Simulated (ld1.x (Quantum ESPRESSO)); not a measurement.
promethium, RRKJ: configuration errors across variants

- Element: Pm
- Generator: ld1.x (Quantum ESPRESSO) 7.5
- Type: norm-conserving RRKJ (Kleinman–Bylander form)
- Functional: PBE
- Relativity: scalar-relativistic
- Frozen core: [Kr] 4d10
- Valence charge: 15
- Reference configuration: 4f5 5s2 5p6 5d1 6s1 6p0
- Partial waves: 5p (bound): rc 2.10 bohr; 5d (bound): rc 3.80 bohr; 4f (bound): rc 0.85 bohr; 5s (bound): rc 2.10 bohr
- Local potential: the s channel
- Core correction: none
- rho0: 0.01

Occupied shells without a wave of their own: 6s. They enter only through the test configuration that unscreens the potential.

All-electron excitation energies from the reference (eV): (1) 4f5 5s2 5p6 5d0 6s2 6p0 -1.855; (2) 4f5 5s2 5p6 5d0 6s1 6p0 4.018; (3) 4f5 5s2 5p6 5d0 6s0 6p0 14.958; (4) 4f5 5s2 5p6 5d0 6s0 6p2 3.031; (5) 4f4 5s2 5p6 5d0 6s2 6p0 6.872; (6) 4f4 5s2 5p6 5d0 6s0 6p0 38.155; (7) 4f4 5s2 5p6 5d1 6s1 6p0 6.940.

For the base: The 6s level has no wave, so the channel is fitted at the deeper level alone: the likely source of the large errors.

3 further variants failed, have other tests or too few solved ones, and are left out.

The file “base” misses its own reference levels by 0.4 eV. The file “wave 5s (bound): rc 2.10 bohr becomes 5s (bound): rc 2.04 bohr” misses its own reference levels by 0.3 eV. The file “wave 5s (bound): rc 2.10 bohr becomes 5s (bound): rc 2.22 bohr” misses its own reference levels by 0.6 eV.

Errors AE − PS in meV (a dash: test not solved or not reliable):

```csv
change,(1),(2),(3),(4),(5),(6),(7),bound ghosts
base,+439,+6.4,-811,-474,+1313,-1226,+6.6,none
wave 5s (bound): rc 2.10 bohr becomes 5s (bound): rc 1.70 bohr,+104,+11,-161,-72,+354,-187,-146,none
wave 5s (bound): rc 2.10 bohr becomes 5s (bound): rc 2.04 bohr,+370,+7.7,-677,-386,+1131,-1008,-18,none
wave 5s (bound): rc 2.10 bohr becomes 5s (bound): rc 2.22 bohr,+610,+2.6,-1143,-699,+1731,-1765,+55,none
```

Give the same row for: wave 5s (bound): rc 2.10 bohr becomes 5s (bound): rc 1.40 bohr.

+44, +12, -44, -5.1, +149, -9.8, -190; bound ghosts: none.
